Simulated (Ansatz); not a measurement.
Species: CH8Si3, SMILES `C1[SiH2][SiH2][SiH2]1` (charge 0, multiplicity 1).

Q: Give a relaxed geometry from PBE0-D3(BJ)/def2-TZVP in Ansatz (a first-principles code).

A: the end point of this relaxation (outside a Z-matrix the atoms follow the SMILES, hydrogens last).
Bonded distances (Å): C1–Si2 1.904, C1–Si4 1.904, C1–H5 1.092, C1–H6 1.092, Si2–Si3 2.357, Si2–H7 1.490, Si2–H8 1.490, Si3–Si4 2.357, Si3–H9 1.488, Si3–H10 1.488, Si4–H11 1.490, Si4–H12 1.490. Bond angles (°): Si2–C1–Si4 99.9, Si2–C1–H5 112.4, Si2–C1–H6 112.4, Si4–C1–H5 112.4, Si4–C1–H6 112.4, H5–C1–H6 107.5, C1–Si2–Si3 91.9, C1–Si2–H7 112.6, C1–Si2–H8 112.6, Si3–Si2–H7 115.5, Si3–Si2–H8 115.5, H7–Si2–H8 108.1, Si2–Si3–Si4 76.4, Si2–Si3–H9 117.1, Si2–Si3–H10 117.1, Si4–Si3–H9 117.1, Si4–Si3–H10 117.1, H9–Si3–H10 109.2, C1–Si4–Si3 91.9, C1–Si4–H11 112.6, C1–Si4–H12 112.6, Si3–Si4–H11 115.5, Si3–Si4–H12 115.5, H11–Si4–H12 108.1.
